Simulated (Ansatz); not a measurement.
One change: `[SH][Al]([SH])[Br]` becomes `[SH][AlH][Br]`.

Ansatz, PBE0-D4/def2-TZVP geometries, multiplicity 1. Each molecule was computed in one conformer, which needn't be the lowest.

Scalar relativity is left out up to krypton.

```json
{"property": "HOMO energy (PBE/def2-TZVPP) / eV", "`[SH][Al]([SH])[Br]`": "-6.72"}
{"property": "HOMO–LUMO gap (PBE0/def2-TZVPP) / eV", "`[SH][Al]([SH])[Br]`": "7.04"}
{"property": "HOMO energy (ωB97M-V/def2-TZVPP) / eV", "`[SH][Al]([SH])[Br]`": "-10.11"}
{"property": "size of the dipole moment (ωB97M-V/def2-TZVPP) / D", "`[SH][Al]([SH])[Br]`": "1.97"}
{"property": "LUMO energy (ωB97M-V/def2-TZVPP) / eV", "`[SH][Al]([SH])[Br]`": "0.79"}
{"property": "HOMO energy (B3LYP/def2-TZVPP) / eV", "`[SH][Al]([SH])[Br]`": "-7.67"}
```

Task: What does the change do to each property? (An estimate is asked.)

Result: The calculation gave: 
```tsv
property	`[SH][AlH][Br]`	shift
HOMO energy (PBE/def2-TZVPP) / eV	-6.85	-0.13
HOMO–LUMO gap (PBE0/def2-TZVPP) / eV	6.70	-0.34
HOMO energy (ωB97M-V/def2-TZVPP) / eV	-10.22	-0.11
size of the dipole moment (ωB97M-V/def2-TZVPP) / D	0.28	-1.69
LUMO energy (ωB97M-V/def2-TZVPP) / eV	0.32	-0.47
HOMO energy (B3LYP/def2-TZVPP) / eV	-7.78	-0.11
```

With PBE0 the HOMO falls by 0.10 eV and the LUMO falls by 0.45 eV, so the gap narrows by about 0.35 eV. PBE moves the HOMO by -0.13 eV and ωB97M-V by -0.11 eV. The zero-point energy changes by -7.5 kJ/mol with -3 modes. Dipoles are sizes alone; their direction can turn.

B3LYP here is the variant with VWN-RPA as its local correlation; programs differ in this.

Spin–orbit coupling is left out; it splits and shifts lone-pair levels of the heavy atoms by tenths of an eV.
